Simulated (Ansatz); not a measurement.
Steps of a relaxation of CH$_{7}$OPSi, SMILES `C[SiH](O)P` with RKS PBE0-D4/def2-TZVP.

```sh
$ ansatz run in.yaml --threads 4 --pin off --events-out ev --progress --plain --max-ram 10444MiB
```

```yaml
crystal:
  periodic: [false, false, false]
  atoms:
    - {symbol: C, position_ang: [-0.847807, 1.348918, 0.023392]}
    - {symbol: Si, position_ang: [0.480017, 0.083860, -0.417857]}
    - {symbol: O, position_ang: [1.775364, 0.104616, 0.665653]}
    - {symbol: P, position_ang: [-0.548680, -1.948123, -0.632752]}
    - {symbol: H, position_ang: [-1.625051, 1.384473, -0.767612]}
    - {symbol: H, position_ang: [-1.349967, 1.102612, 0.981608]}
    - {symbol: H, position_ang: [-0.401985, 2.360001, 0.118582]}
    - {symbol: H, position_ang: [1.107314, 0.415631, -1.740250]}
    - {symbol: H, position_ang: [1.554136, -0.172129, 1.572031]}
    - {symbol: H, position_ang: [0.695496, -2.672141, -0.570918]}
    - {symbol: H, position_ang: [-0.773539, -2.064618, 0.788623]}
basis:
  gaussian: {orbitals: def2-TZVP}
hamiltonian: {xc: pbe0, dispersion: d4}
relax: {f_tol: 0.005, max_steps: 150}
```

Positions (Å) and forces (eV/Å) along the path, 8 of 8 steps:

```xyz
11
step=1 energy=-20357.8844 eV
C    -0.848    1.349    0.023   -0.092    0.144    0.078
Si    0.480    0.084   -0.418    0.401    0.048    0.326
O     1.775    0.105    0.666   -0.968   -0.209    0.045
P    -0.549   -1.948   -0.633    0.491    0.075    0.497
H    -1.625    1.384   -0.768    0.379   -0.031    0.368
H    -1.350    1.103    0.982    0.244    0.104   -0.456
H    -0.402    2.360    0.119   -0.211   -0.480   -0.050
H     1.107    0.416   -1.740   -0.114   -0.068    0.276
H     1.554   -0.172    1.572    0.179    0.191   -0.652
H     0.695   -2.672   -0.571   -0.348    0.191   -0.037
H    -0.774   -2.065    0.789    0.040    0.034   -0.396
11
step=2 energy=-20357.9329 eV
C    -0.842    1.346    0.023   -0.005   -0.004   -0.022
Si    0.472    0.087   -0.426    0.355    0.058    0.371
O     1.747    0.099    0.659   -0.518   -0.039   -0.167
P    -0.530   -1.932   -0.616    0.106   -0.051    0.131
H    -1.612    1.380   -0.757    0.093    0.006    0.107
H    -1.334    1.097    0.972    0.074    0.024   -0.130
H    -0.401    2.346    0.118   -0.053   -0.144   -0.018
H     1.103    0.419   -1.731   -0.045   -0.026    0.055
H     1.526   -0.192    1.549    0.094    0.054   -0.169
H     0.698   -2.657   -0.562   -0.121    0.089   -0.015
H    -0.762   -2.050    0.791    0.020    0.034   -0.145
11
step=3 energy=-20357.9408 eV
C    -0.837    1.332    0.024    0.023   -0.028   -0.020
Si    0.474    0.080   -0.409    0.073    0.104   -0.044
O     1.738    0.120    0.661   -0.163   -0.064   -0.058
P    -0.536   -1.924   -0.621    0.012    0.053   -0.004
H    -1.605    1.364   -0.752   -0.030   -0.001   -0.025
H    -1.326    1.088    0.969   -0.030   -0.003    0.050
H    -0.397    2.327    0.112    0.018    0.048    0.010
H     1.095    0.403   -1.716    0.021    0.012   -0.040
H     1.537   -0.188    1.546    0.070   -0.006    0.065
H     0.691   -2.634   -0.570    0.019   -0.058    0.021
H    -0.768   -2.024    0.778   -0.012   -0.057    0.044
11
step=4 energy=-20357.9434 eV
C    -0.838    1.338    0.022    0.004   -0.015   -0.022
Si    0.475    0.090   -0.416    0.033    0.015    0.005
O     1.733    0.114    0.657   -0.073   -0.012    0.008
P    -0.527   -1.922   -0.613   -0.018   -0.013   -0.022
H    -1.607    1.372   -0.754   -0.016    0.004   -0.012
H    -1.327    1.091    0.967   -0.009   -0.003    0.022
H    -0.400    2.334    0.114    0.008    0.026    0.004
H     1.099    0.414   -1.722   -0.001    0.000   -0.018
H     1.532   -0.201    1.540    0.064    0.001    0.025
H     0.692   -2.646   -0.559    0.014   -0.008   -0.004
H    -0.766   -2.041    0.784   -0.007    0.006    0.014
11
step=5 energy=-20357.9439 eV
C    -0.846    1.343    0.018   -0.019   -0.014   -0.013
Si    0.471    0.092   -0.406    0.070    0.011    0.000
O     1.730    0.115    0.664    0.010    0.103   -0.223
P    -0.529   -1.921   -0.615   -0.008    0.002   -0.002
H    -1.614    1.365   -0.761    0.012    0.000   -0.003
H    -1.340    1.105    0.963    0.002   -0.009    0.021
H    -0.414    2.343    0.102    0.016    0.009    0.001
H     1.103    0.419   -1.710   -0.026   -0.005    0.010
H     1.585   -0.234    1.540   -0.056   -0.090    0.203
H     0.693   -2.643   -0.557    0.003   -0.002    0.001
H    -0.775   -2.040    0.781   -0.004   -0.004    0.005
11
step=6 energy=-20357.9447 eV
C    -0.847    1.341    0.016    0.058    0.007    0.005
Si    0.474    0.095   -0.411   -0.030    0.034    0.027
O     1.723    0.133    0.668    0.016   -0.026    0.016
P    -0.525   -1.919   -0.611    0.014   -0.009    0.002
H    -1.612    1.370   -0.763   -0.037    0.003   -0.019
H    -1.337    1.098    0.963   -0.004   -0.001   -0.007
H    -0.409    2.339    0.105   -0.011   -0.011    0.002
H     1.099    0.421   -1.717   -0.002   -0.001   -0.004
H     1.577   -0.258    1.531    0.000    0.009   -0.017
H     0.696   -2.642   -0.548   -0.001   -0.007   -0.004
H    -0.773   -2.034    0.786   -0.003    0.003   -0.001
11
step=7 energy=-20357.9448 eV
C    -0.846    1.343    0.016   -0.014   -0.005    0.011
Si    0.474    0.096   -0.407    0.004   -0.008   -0.037
O     1.728    0.125    0.667   -0.008    0.007    0.001
P    -0.522   -1.921   -0.612   -0.008    0.005    0.008
H    -1.614    1.371   -0.762    0.016   -0.006    0.004
H    -1.337    1.101    0.962   -0.002    0.004    0.003
H    -0.411    2.342    0.104    0.003    0.003    0.000
H     1.095    0.420   -1.716    0.005    0.002    0.005
H     1.576   -0.253    1.534    0.002   -0.002    0.004
H     0.697   -2.646   -0.549    0.004    0.005    0.001
H    -0.774   -2.036    0.784   -0.003   -0.005    0.000
11
step=8 energy=-20357.9449 eV
C    -0.846    1.342    0.017    0.001   -0.001    0.000
Si    0.474    0.096   -0.410   -0.001   -0.001    0.000
O     1.728    0.126    0.666    0.000    0.000    0.001
P    -0.522   -1.920   -0.613    0.000    0.000    0.002
H    -1.613    1.369   -0.761   -0.001    0.000    0.000
H    -1.336    1.099    0.964    0.000    0.000    0.000
H    -0.411    2.341    0.105    0.000    0.000    0.000
H     1.097    0.422   -1.717    0.001    0.001    0.000
H     1.576   -0.253    1.532    0.000    0.000   -0.002
H     0.698   -2.644   -0.545    0.001   -0.001   -0.001
H    -0.778   -2.035    0.782    0.000    0.001   -0.001
```

Hardware: 4 threads of an Arm Neoverse V1 on a shared host. Wall time 24 s, peak host memory 0.43 GiB.
